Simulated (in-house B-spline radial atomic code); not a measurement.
A fraction x of an electron is removed from 5p in Tm⁵⁺, starting from [Kr] 4d10 4f11 5s2 5p5 and keeping the highest spin. Method: scalar-relativistic (X2C) Hartree-Fock with fractional occupations, spin-polarised, spherical fractional occupations, Fermi nucleus of rms radius 5.2256 fm. Calculated with a B-spline radial code for spherical atoms.

Caution: exact exchange at fractional occupations of open shells leaves self-interaction of up to several eV.

| x | E(x) - E(0) (eV) | 5p down level (eV) |
| --- | --- | --- |
| 0 | 0.0000 | -88.692 |
| 0.07 | 6.2310 | -89.337 |
| 0.17 | 15.2110 | -90.262 |
| 0.27 | 24.2835 | -91.190 |
| 0.44 | 39.9202 | -92.772 |
| 0.5 | 45.5034 | -93.333 |
| 0.57 | 52.0596 | -93.987 |
| 0.67 | 61.5052 | -94.925 |
| 0.86 | 79.7106 | -96.713 |
| 0.88 | 81.6468 | -96.902 |
| 1 | 93.3430 | -98.036 |

The exact functional would give a straight line between the two integer points. Deviations E(x) - E(0) - x[E(1) - E(0)], in eV: -0.303 at x = 0.07, -0.657 at x = 0.17, -0.919 at x = 0.27, -1.151 at x = 0.44, -1.168 at x = 0.5, -1.146 at x = 0.57, -1.035 at x = 0.67, -0.564 at x = 0.86, -0.495 at x = 0.88.

The curve lies below the straight line by up to 1.168 eV (at x = 0.5): with spherically averaged exact exchange in an open shell, this holds the self-interaction named above.

Task: How well does Slater's transition state (minus the level at half occupation) give the ionisation energy?

Result: It gives 93.333 eV against 93.343 eV from the two total energies; NIST lists 98.00 eV, ground level to ground level. The end point has an open shell averaged over its orbitals, so its exact exchange keeps a self-interaction and this is no true integer point.
